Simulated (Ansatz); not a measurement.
Cartesian coordinates (Å):
SMILES: [F][In]([F])[F]
```xyz
4

F     -1.4412    -1.3062     0.0226
In    -0.0004    -0.0002     0.0001
F     -0.4098     1.9004    -0.0463
F      1.8514    -0.5941     0.0237
```
Charge 0, multiplicity 1.

Level of theory: frozen-core CCSD(T)/def2-TZVPP // PBE-D3(BJ)/def2-TZVP in Ansatz (a quantum-chemistry and plane-wave program).

- HF energy: -487.73707 Ha
- MP2 correlation energy: -1.03020 Ha

Q: Estimate the CCSD correlation energy, the (T) correction, the total energy and the T1 diagnostic.

A: 
* **CCSD correlation energy**: -1.01798 Ha
* **(T) correction**: -0.03090 Ha
* **CCSD(T) total energy**: -488.78594 Ha
* **T1 diagnostic**: 0.018
